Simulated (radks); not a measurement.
Results of a calculation; reference values are marked as such.
These are the eigenvalues of the occupied orbitals of an atom or ion with whole-number occupations (hartree). Level of theory: scalar-relativistic Kohn-Sham, Slater X-alpha with alpha = 1.021, spin-polarised, spherical densities, point nucleus (a radial shooting solver on a logarithmic mesh with Libxc functionals).

orbital  eigenvalue
1s        -1271.519
2s        -199.4799
2p        -179.5314
3s        -41.33864
3p        -34.84294
3d        -25.17181
4s         -7.67555
4p         -5.59050
4d         -2.52262
5s         -0.86146
5p         -0.40738

Which element is it, and in what charge state? The configuration may be excited. Open shells, if any, are filled with parallel spins first.

Answer. Z = 54, xenon, charge 0: Xe in [Xe]. The list shows which subshells hold electrons but not how many an open one holds; the 1s level, -1271.5 hartree, gives Z - s = 50.4 by -(Z - s)^2/2, which with screening and relativity narrows Z to a few neighbours, and the depths of the outer levels then fix element, charge and occupations together.
